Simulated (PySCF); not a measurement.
**A barrier at the coupled-cluster level**

Start structure (SiH2SF2, closed shell), relaxed at PBE0-D4/def2-TZVP:

Si1  (-0.237, 0.453, -0.129)
S2  (0.196, -1.600, 0.062)
H3  (0.806, 1.237, -0.810)
F4  (-0.480, 1.130, 1.282)
F5  (-1.588, 0.538, -0.949)
H6  (1.340, -1.352, 0.726)
(Å)

The step: SiH₂SF₂ ([F][SiH]([F])[SH]) → SiF₂ + H₂S; bonds formed: S2–H3; bonds broken: Si1–S2, Si1–H3. Computed with PySCF 2.14 with density fitting (its default auxiliary sets; JK sets also for MP2 and CCSD(T)) (basis: def2-TZVPP and def2-QZVPP); correlated methods freeze the cores. Extrapolation: Hartree–Fock as exp(−7.88 √X), correlation as X^−2.97. Energies below are by CCSD(T) at an estimated basis limit (MP2 extrapolated from triple and quadruple zeta, plus CCSD(T) − MP2 in triple zeta).

(1) What are the electronic barrier and the energy of the step, from the start structure to the end structure? (To be estimated.)

No T1 diagnostic of these runs exceeds 0.016. The restricted Hartree–Fock reference is unstable towards an unrestricted one at one or more of these structures.

Answers

(1) The calculation gives: Barrier 3.096 eV; step energy 1.943 eV (uphill); reverse barrier, their difference, 1.153 eV. Barrier and step energy count from the start structure, the reverse barrier from the end structure.

The saddle point: One imaginary mode of 1077i cm⁻¹.
```csv
pair,start (Å),saddle (Å),end (Å)
S2–H3,3.03,1.70,1.34
Si1–S2,2.11,2.43,2.85
Si1–H3,1.47,1.62,3.19
```

Zero-point energy (harmonic, PBE0-D4): ZPE is 0.667 eV at the start and 0.562 eV at the saddle, so the barrier goes from 3.096 to 2.991 eV.

First-order rate constant out of the start structure at 698 K by transition-state theory, with harmonic vibrational free energies alone and no tunnelling: ΔA‡ = 2.984 eV, so k = (kB T/h) exp(−ΔA‡/kB T) ≈ 10^-8 s⁻¹ (an order of magnitude at best: rotation, the number of equivalent paths and anharmonicity are left out).

Losses and insertions of silylenes and their heavier kin drive the gas-phase chemistry of silicon and germanium vapour deposition.

Labels in which every atom is bracketed show which atoms are joined, not bond orders.

For scale, one of the runs: CCSD(T)/def2-TZVPP, 174 basis functions, launched by `OMP_NUM_THREADS=4 python run.py`. Hardware: 4 CPU threads of an Arm Neoverse V2, shared host. Wall time 3.7 min; peak host memory 1.8 GiB.
